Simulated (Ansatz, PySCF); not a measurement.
Gas-phase reaction (SMILES): [SiH3]C1=CCC=C1 + 8 [H][H] (H2) → 5 C (CH4) + [SiH4] (SiH4); energy of full hydrogenation.

Geometries: B3LYP-D3(BJ)/def2-TZVP minima from Ansatz (a program for electronic structure), one conformer each, not searched for the lowest. Cores are frozen in the correlated levels unless marked. Spin-orbit coupling is left out. No relativistic terms. Basis-set limits of correlation are two-point, X^-3; Hartree-Fock from the larger set. Unstable Hartree-Fock reference: [SiH3]C1=CCC=C1. Thermal terms are rigid-rotor harmonic-oscillator values from B3LYP-D3(BJ) frequencies (PySCF) at 298.15 K and 1 atm. 1 Eh = 627.5095 kcal/mol.

```
species          E, CCSD(T)/CBS(cc-pV(T+d)Z,cc-pV(Q+d)Z) (Ansatz) (Eh)  E, r2SCAN-D4/def2-TZVPD (Ansatz + dftd4) (Eh)  H - E (Eh)  G - E (Eh)
---------------  -----------------------------------------------------  ---------------------------------------------  ----------  ----------
[SiH3]C1=CCC=C1                                             -484.10129                                     -484.73042     0.11503     0.07703
[H][H] (H2)                                                   -1.17450                                       -1.17100     0.01336    -0.00144
C (CH4)                                                      -40.45816                                      -40.49957     0.04840     0.02728
[SiH4] (SiH4)                                               -291.45815                                     -291.85367     0.03520     0.01198
```

Q: Work out ΔE and ΔH, ΔG, ΔS and the equilibrium constant at 298.15 K at the first level, then ΔH at the second.

A: 
1. ΔE = [5×(-40.45816) + (-291.45815)] - [(-484.10129) + 8×(-1.17450)] = -0.25166 Eh = -157.9 kcal/mol at CCSD(T)/CBS(cc-pV(T+d)Z,cc-pV(Q+d)Z).
2. The terms H - E add up to 0.05529 Eh, so ΔH = (-0.25166 + (0.05529))×627.5095 = -123.2 kcal/mol.
3. The terms G - E add up to 0.08287 Eh, so ΔG = -105.9 kcal/mol, and ΔS = (0.05529 - (0.08287))×627509.5/298.15 = -58.0 cal/(mol K).
4. log10 K = -ΔG/(RT ln 10) = 77.6, with RT ln 10 = 1.3642 kcal/mol.
5. With ΔH and ΔS taken as constant, ΔG changes sign near ΔH/ΔS = 2120 K, a rough figure that leaves out heat capacities.
6. At r2SCAN-D4/def2-TZVPD the same steps give ΔE = -158.8 and ΔH = -124.1 kcal/mol, a shift of -0.9 from the first level.
7. These values are not checked against measurement here, since the tables used lack a sound gas-phase enthalpy of formation for at least one species.
